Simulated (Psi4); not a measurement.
Pair of molecules: CH3F (SMILES CF) (first 5 atoms) with CH2F2 (SMILES FCF); geometry from B3LYP-D3(BJ)/def2-TZVP, rigid monomers moved along the line of their centres of mass till F2···C7 is 2.68 Å.
(charge 0, multiplicity 1):
```csv
atom,x (Å),y (Å),z (Å)
C,0.0867,-0.7124,-0.2289
F,0.3203,0.5107,0.4034
H,-0.0283,-1.4786,0.5363
H,-0.8229,-0.6250,-0.8232
H,0.9384,-0.9364,-0.8713
F,0.0301,-1.0996,2.7871
C,0.2851,0.2140,3.0695
F,0.3269,0.3551,4.4245
H,-0.5292,0.8191,2.6733
H,1.2569,0.4766,2.6538
```

These are Psi4 with SAPT0/jun-cc-pV(D+d)Z values and carry that method's errors.

Problem. Which attractive term is largest, and how does the interaction split up?

Solution. electrostatics -278.2, exchange 309.6, induction -42.2, dispersion -78.9, total -89.7 meV; the largest attraction is electrostatics.
